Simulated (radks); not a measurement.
Mo2+, 40 electrons, occupied as [Kr] 4d4.

All-electron calculation, scalar-relativistic Kohn-Sham, PBEsol, spin-unpolarised, spherical densities, finite nucleus; Fermi nuclear charge, rms radius 4.4091 fm. Program: a radial shooting solver on a logarithmic mesh with Libxc functionals.

Energy parts (eV):
total: -110085.263
kinetic: 113496.002
electron-nucleus: -264639.105
Hartree: 44343.883
exchange-correlation: -3286.043

Orbitals (lengths in bohr, moments of r in powers of bohr):
\begin{tabular}{lrrr}
orbital & occ. & eigenvalue (eV) & <r> \\ \hline
1s & 2 & -19828.22 & 0.03518 \\
2s & 2 & -2816.601 & 0.1538 \\
2p & 6 & -2520.537 & 0.1340 \\
3s & 2 & -494.5611 & 0.4292 \\
3p & 6 & -397.5492 & 0.4308 \\
3d & 10 & -239.5680 & 0.4154 \\
4s & 2 & -82.6828 & 1.104 \\
4p & 6 & -56.7030 & 1.227 \\
4d & 4 & -20.8138 & 1.723 \\
\end{tabular}

The highest occupied level is 4d at -20.814 eV. For comparison, the ionisation energy in NIST's Atomic Spectra Database is 27.1 eV (semi-empirical). In exact Kohn-Sham theory the highest level is minus the ionisation energy, but local and semilocal functionals leave it too shallow, through self-interaction and a potential that decays too fast; potentials with the right tail come closer. The electron density at the nucleus is 9.253e+04 e/bohr^3 (large components only).

Beside tabulated values, note that spin-unpolarised runs miss the spin-polarisation part of the exchange energy of open shells.
